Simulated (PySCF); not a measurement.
PySCF job for C₂H₆ClFSi₂, SMILES F[C@H]1C[SiH2][Si@H]1Cl, B3LYP-D3(BJ)/def2-SVP. Geometry: B3LYP-D3(BJ)/def2-SVP. The structure was generated by enumeration; whether it is a known compound was not checked.

```python
import numpy as np
from pyscf import gto, scf, dft, df
from pyscf.hessian import thermo

mol = gto.M(
    atom='''
    F     0.39521894   -2.30240329   -0.45305321
    C    -0.13975045   -1.09776364   -0.86714384
    C    -1.53375824   -0.79950143   -0.28109336
    Si   -1.52971887    1.11982737   -0.46028134
    Si    0.74355113    0.54935941   -0.38407759
    Cl    1.40664107    0.45641269    1.59125503
    H    -0.20826594   -1.11824878   -1.97428351
    H    -1.50967326   -1.01518889    0.80128542
    H    -2.35275659   -1.38190647   -0.73039468
    H    -2.17471544    1.87058218    0.64951696
    H    -2.04501387    1.59371479   -1.77684537
    H     1.86795698    1.02863689   -1.23268748
    ''',
    basis='def2-SVP',
    charge=0,
    spin=0,
    max_memory=1600,
    verbose=3,
)
mf = dft.RKS(mol, xc='b3lyp').density_fit(auxbasis='def2-universal-jkfit')
mf.disp = 'd3bj'
mf.grids.level = 3
mf.conv_tol = 1e-11
mf.max_cycle = 100
mf.kernel()

# analytic Hessian; the response equations are solved on a coarser grid
h, args, fine = mf.Hessian(), (mf.mo_energy, mf.mo_coeff, mf.mo_occ), mf.grids
h.max_memory = max(150, 2.5e-5 * df.make_auxmol(mol, mf.with_df.auxbasis).nao * mol.nelec[0] * (mol.nelec[0] + mol.nao))  # MB; small integral blocks
h1ao = h.make_h1(mf.mo_coeff, mf.mo_occ)
mf.grids = dft.Grids(mol).set(level=1).build(with_non0tab=True)
mo1, mo_e1 = h.solve_mo1(*args, h1ao)
mf.grids = fine
hess = h.hess_elec(*args, mo1, mo_e1, h1ao) + h.hess_nuc()
if mf.do_disp():
    hess += h.get_dispersion()
for i in range(mol.natm):  # the analytic DFT Hessian lacks the response of the grid: restore translational invariance
    hess[i, i] -= hess[i].sum(axis=0)
hess = (hess + hess.transpose(1, 0, 3, 2)) / 2
vib = thermo.harmonic_analysis(mol, hess, imaginary_freq=False)
thermo.dump_normal_mode(mol, vib)
th = thermo.thermo(mf, vib['freq_au'][vib['freq_au'] > 0], 298.15, 101325)
thermo.dump_thermo(mol, th)
g0 = mf.nuc_grad_method().set(verbose=0).kernel()

# dipole derivatives [dipole axis, atom, xyz] from the same response
r, irp = mol.intor('int1e_r'), mol.intor('int1e_irp').reshape(3, 3, mol.nao, mol.nao)
sl, dm0, ok = mol.aoslice_by_atom(), np.array(mf.make_rdm1()), []
dmu = np.einsum('a,xt->xat', mol.atom_charges(), np.eye(3))
for a, (_, _, p0, p1) in enumerate(sl):
    dmu[:, a] += 2 * np.einsum('xtij,ij->xt', irp[:, :, :, p0:p1], dm0.reshape(-1, mol.nao, mol.nao).sum(0)[:, p0:p1])
    for u, c, occ, f in [(mo1, mf.mo_coeff, mf.mo_occ, 4)]:
        dmu[:, a] -= f * np.einsum('tui,xuv,vi->xt', u[a], r, c[:, occ > 0], optimize=True)
L = vib['norm_mode']
ir = 974.8801 * (np.einsum('xat,kat->kx', dmu, L) ** 2).sum(1)       # km/mol
apt = np.einsum('xax->a', dmu) / 3
print('mode   freq/cm-1   IR/(km/mol)')
for k, w in enumerate(vib['freq_wavenumber']):
    print(f'{k + 1:4d} {w:11.2f} {ir[k]:13.3f}')
print('max |gradient| / (hartree/bohr):', abs(g0).max())
print('APT charges:', apt.round(4))
```

Output:

```
[...]
       3  Si                 0.00  0.01 -0.00   -0.01  0.01 -0.01    0.03 -0.01 -0.01
       4  Si                -0.05 -0.03  0.01    0.07  0.01  0.07   -0.01 -0.05 -0.03
       5  Cl                 0.01 -0.00 -0.00   -0.01  0.01 -0.04    0.00 -0.00  0.02
       6   H                 0.08  0.06 -0.03   -0.12 -0.17 -0.07   -0.01  0.08  0.05
       7   H                 0.04 -0.32 -0.05   -0.01 -0.04  0.00   -0.12  0.01 -0.00
       8   H                 0.07  0.11 -0.18   -0.13  0.08  0.04    0.06  0.14 -0.14
       9   H                 0.36  0.41 -0.06    0.05  0.02  0.02   -0.28 -0.34  0.04
      10   H                -0.35 -0.42 -0.02   -0.28 -0.13  0.04   -0.28 -0.21  0.04
      11   H                 0.01 -0.06  0.07    0.08  0.39  0.30   -0.27  0.51 -0.07
Mode                                12                  13                  14
Irrep
Freq [cm^-1]                      683.3321            728.2713            773.5140
Reduced mass [au]                   2.3712              1.4108              1.1737
Force const [Dyne/A]                0.6523              0.4409              0.4138
Char temp [K]                     983.1627           1047.8203           1112.9144
Normal mode                   x     y     z       x     y     z       x     y     z
       0   F                -0.03  0.03  0.00   -0.01 -0.00  0.00   -0.02  0.02 -0.00
       1   C                -0.01  0.02  0.02   -0.05 -0.02 -0.02    0.02  0.00  0.02
       2   C                -0.01 -0.18  0.03    0.03 -0.08  0.02    0.04 -0.01  0.05
       3  Si                -0.00  0.07 -0.01    0.05  0.05 -0.01   -0.01 -0.00 -0.01
       4  Si                 0.03 -0.02 -0.01   -0.02  0.04  0.01   -0.04 -0.02 -0.03
       5  Cl                -0.00  0.00  0.00    0.00 -0.00  0.00    0.01  0.00 -0.00
       6   H                -0.01  0.07  0.01   -0.05 -0.03 -0.02   -0.14 -0.02  0.03
       7   H                 0.04 -0.21  0.02    0.03 -0.18 -0.00   -0.15 -0.14  0.02
       8   H                 0.14 -0.36 -0.01   -0.01  0.01 -0.04    0.10  0.08 -0.18
       9   H                -0.01  0.06 -0.01   -0.39 -0.39  0.04   -0.03 -0.11  0.05
      10   H                 0.06  0.19  0.00   -0.31 -0.18  0.04    0.21  0.21 -0.01
      11   H                -0.17  0.32 -0.08    0.17 -0.43 -0.02    0.43  0.12  0.66
Mode                                15                  16                  17
Irrep
Freq [cm^-1]                      843.7431            937.3343            982.1358
Reduced mass [au]                   1.4139              1.0690              1.7541
Force const [Dyne/A]                0.5931              0.5534              0.9969
Char temp [K]                    1213.9584           1348.6153           1413.0748
Normal mode                   x     y     z       x     y     z       x     y     z
       0   F                 0.00 -0.01 -0.01   -0.00 -0.00 -0.00    0.00 -0.02  0.01
       1   C                 0.00  0.02  0.07    0.03 -0.00 -0.01    0.10  0.05 -0.05
       2   C                -0.07 -0.02 -0.10   -0.01  0.01  0.02   -0.13  0.00  0.07
       3  Si                 0.02  0.01  0.03    0.02 -0.03  0.00    0.00  0.01 -0.01
       4  Si                -0.01 -0.00 -0.03   -0.01 -0.00 -0.00   -0.00 -0.01 -0.01
       5  Cl                 0.00 -0.00  0.00    0.00 -0.00  0.00    0.00 -0.00  0.00
       6   H                 0.18  0.10  0.05    0.04  0.01 -0.01    0.44  0.18 -0.08
       7   H                 0.13  0.35 -0.02    0.00 -0.03  0.01    0.20 -0.28  0.01
       8   H                -0.01 -0.37  0.24   -0.04  0.06  0.01   -0.29  0.14  0.17
       9   H                -0.08  0.10 -0.09   -0.33  0.36 -0.45   -0.04 -0.18  0.09
      10   H                -0.18 -0.29 -0.00   -0.36  0.49  0.33    0.06  0.03 -0.03
      11   H                 0.21  0.07  0.33    0.01 -0.02  0.02    0.03  0.03  0.06
Mode                                18                  19                  20
Irrep
Freq [cm^-1]                     1055.3317           1078.6196           1155.0990
Reduced mass [au]                   1.7893              2.8640              1.7871
Force const [Dyne/A]                1.1741              1.9632              1.4049
Char temp [K]                    1518.3874           1551.8935           1661.9303
Normal mode                   x     y     z       x     y     z       x     y     z
       0   F                 0.00  0.02 -0.01    0.05 -0.09  0.03   -0.01  0.05 -0.04
       1   C                -0.11 -0.06  0.09   -0.12  0.14 -0.01    0.01 -0.11  0.07
       2   C                 0.09 -0.04 -0.06    0.01  0.06 -0.02   -0.05  0.11 -0.01
       3  Si                -0.01 -0.00 -0.00    0.00 -0.01 -0.01    0.00 -0.00 -0.00
       4  Si                 0.01  0.00 -0.01   -0.00 -0.01 -0.00    0.00  0.01  0.01
       5  Cl                -0.00 -0.00 -0.00    0.00  0.00  0.00   -0.00 -0.00 -0.00
       6   H                 0.29  0.19  0.06   -0.12  0.12  0.00    0.08 -0.29  0.07
       7   H                 0.32 -0.13 -0.08    0.29 -0.30 -0.10    0.27 -0.43 -0.11
       8   H                -0.30  0.38  0.11    0.21 -0.18 -0.07    0.23 -0.32  0.02
       9   H                 0.04  0.04 -0.00    0.01 -0.00 -0.01   -0.01 -0.03  0.00
      10   H                 0.06  0.09 -0.00    0.01  0.07  0.02    0.00  0.03  0.01
      11   H                 0.02  0.09  0.05    0.00  0.03  0.03    0.01 -0.04 -0.02
Mode                                21                  22                  23
Irrep
Freq [cm^-1]                     1244.4600           1349.7025           1431.2644
Reduced mass [au]                   1.3521              1.1977              1.1092
Force const [Dyne/A]                1.2338              1.2855              1.3388
Char temp [K]                    1790.5009           1941.9214           2059.2708
Normal mode                   x     y     z       x     y     z       x     y     z
       0   F                 0.01  0.00  0.01    0.00  0.01  0.03    0.00 -0.01 -0.00
       1   C                -0.09 -0.08 -0.06    0.05 -0.09 -0.01   -0.01  0.04 -0.00
       2   C                 0.02  0.04  0.06   -0.01  0.03 -0.03    0.07  0.03 -0.03
       3  Si                 0.00 -0.00  0.00   -0.00  0.00  0.00    0.00 -0.00 -0.00
       4  Si                 0.00  0.01 -0.00    0.00  0.01  0.00   -0.00 -0.00 -0.00
       5  Cl                -0.00 -0.00 -0.00   -0.00 -0.00 -0.00    0.00  0.00  0.00
       6   H                 0.55  0.38 -0.12   -0.49  0.72 -0.02    0.08 -0.11 -0.00
       7   H                -0.29  0.09  0.08    0.02 -0.15 -0.06   -0.58 -0.35 -0.08
       8   H                 0.31 -0.20 -0.15   -0.05 -0.07  0.15   -0.17 -0.15  0.59
       9   H                 0.01  0.02 -0.01   -0.01 -0.00 -0.00    0.00 -0.00 -0.00
      10   H                 0.01  0.00  0.00    0.00 -0.01 -0.00    0.00  0.00  0.00
      11   H                 0.02 -0.01 -0.00    0.01 -0.01 -0.01   -0.00  0.01  0.01
Mode                                24                  25                  26
Irrep
Freq [cm^-1]                     2218.0767           2229.9934           2244.4073
Reduced mass [au]                   1.0352              1.0434              1.0476
Force const [Dyne/A]                3.0008              3.0572              3.1091
Char temp [K]                    3191.3185           3208.4640           3229.2024
Normal mode                   x     y     z       x     y     z       x     y     z
       0   F                -0.00  0.00  0.00    0.00 -0.00  0.00   -0.00  0.00  0.00
       1   C                 0.00  0.00  0.00   -0.00  0.00  0.00   -0.00  0.00 -0.00
       2   C                -0.00 -0.00 -0.00   -0.00 -0.00 -0.00   -0.00 -0.00  0.00
       3  Si                -0.01  0.01 -0.02    0.00 -0.00  0.01   -0.01  0.01  0.03
       4  Si                -0.01 -0.00  0.01   -0.03 -0.01  0.02    0.00  0.00  0.00
       5  Cl                -0.00  0.00 -0.00    0.00  0.00  0.00   -0.00 -0.00 -0.00
       6   H                -0.00 -0.00 -0.00   -0.00 -0.00  0.01    0.00 -0.00 -0.00
       7   H                -0.00  0.00 -0.00    0.00  0.00 -0.00    0.00 -0.00  0.00
       8   H                -0.01 -0.00  0.00   -0.00 -0.00  0.00   -0.00  0.00 -0.00
       9   H                 0.10 -0.12 -0.20   -0.02  0.03  0.05    0.41 -0.48 -0.71
      10   H                 0.31 -0.29  0.81   -0.10  0.09 -0.24   -0.09  0.08 -0.21
      11   H                 0.21  0.09 -0.16    0.71  0.30 -0.53   -0.01 -0.00  0.01
Mode                                27                  28                  29
Irrep
Freq [cm^-1]                     2986.7973           3046.2664           3113.4171
Reduced mass [au]                   1.0834              1.0599              1.1053
Force const [Dyne/A]                5.6943              5.7952              6.3123
Char temp [K]                    4297.3362           4382.8990           4479.5140
Normal mode                   x     y     z       x     y     z       x     y     z
       0   F                 0.00 -0.00  0.00   -0.00  0.00 -0.00    0.00 -0.00 -0.00
       1   C                 0.00  0.00  0.08    0.00 -0.00  0.00   -0.00  0.00  0.00
       2   C                -0.00  0.00 -0.01   -0.03 -0.04  0.05    0.05  0.03  0.07
       3  Si                -0.00 -0.00  0.00   -0.00  0.00  0.00    0.00 -0.00  0.00
       4  Si                -0.00 -0.00  0.00    0.00  0.00  0.00   -0.00 -0.00  0.00
       5  Cl                -0.00 -0.00 -0.00    0.00  0.00 -0.00    0.00  0.00 -0.00
       6   H                -0.06 -0.04 -0.95   -0.00 -0.00 -0.04   -0.00 -0.00 -0.05
       7   H                 0.00 -0.01  0.06   -0.02  0.15 -0.80   -0.00  0.11 -0.49
       8   H                 0.02  0.01  0.01    0.39  0.27  0.23   -0.59 -0.42 -0.33
       9   H                -0.00  0.00  0.00   -0.00 -0.00 -0.00   -0.00  0.00 -0.00
      10   H                 0.00  0.00 -0.00   -0.00  0.00 -0.00   -0.00  0.00 -0.00
      11   H                 0.00  0.00 -0.00   -0.00 -0.00 -0.00   -0.00  0.00  0.00
temperature 298.1500 [K]
pressure 101325.00 [Pa]
Rotational constants [GHz] 2.06578 1.60167 1.09083
Symmetry number 1
Zero-point energy (ZPE) 0.07465 [Eh]   195994.275 [J/mol]
                           tot       elec      trans        rot        vib
Entropy [J/mol/K]       367.566      0.000    170.438    120.826     76.302
Cv [J/mol/K]            118.950      0.000     12.472     12.472     94.006
Cp [J/mol/K]            127.264      0.000     20.786     12.472     94.006
Internal energy [J/mol]                      3718.434   3718.434 209048.538
Internal energy [Eh]   -1218.39762  -1218.48008
Enthalpy [J/mol]                             6197.391   3718.434 209048.538
Enthalpy [Eh]          -1218.39668
Gibbs free energy [J/mol]                  -44618.588 -32305.964 186299.053
Gibbs free energy [Eh] -1218.43842
mode   freq/cm-1   IR/(km/mol)
   1       91.66         0.596
   2      101.48         0.963
   3      144.67         2.873
   4      307.79         3.392
   5      369.26         9.116
   6      394.38        10.236
   7      422.65         8.409
   8      480.40         8.704
   9      513.39        47.958
  10      563.23         4.188
  11      621.14        32.615
  12      655.86        60.236
  13      683.33        31.012
  14      728.27        67.612
  15      773.51       142.038
  16      843.74         9.167
  17      937.33       104.826
  18      982.14        18.112
  19     1055.33        10.643
  20     1078.62        50.862
  21     1155.10        50.746
  22     1244.46         4.377
  23     1349.70        10.818
  24     1431.26         5.915
  25     2218.08        98.131
  26     2229.99       124.476
  27     2244.41        77.343
  28     2986.80        22.229
  29     3046.27         4.920
  30     3113.42         7.072
max |gradient| / (hartree/bohr): 0.00019117189051914705
APT charges: [-0.5323  0.3466 -0.294   0.73    1.0354 -0.509  -0.0484  0.0179 -0.0047
 -0.2256 -0.2449 -0.2711]
```

Self-consistency was reached.
